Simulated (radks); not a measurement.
Sb2+, configuration [Kr] 4d10 5s2 6p1 (not the ground configuration). Method: scalar-relativistic Kohn-Sham, PBEsol, spin-unpolarised, spherical densities, point nucleus; computed with a radial shooting solver on a logarithmic mesh with Libxc functionals.

X-ray form factor f0, the Fourier transform of the density (f0(0) = 49):

sin(theta)/lambda (1/angstrom),f0 (electrons)
0.05,47.988
0.1,45.933
0.15,43.670
0.2,41.110
0.25,38.347
0.3,35.622
0.4,30.736
0.5,26.750
0.6,23.633
0.8,19.421
1,16.673
1.25,13.853
1.5,11.313
2,7.627
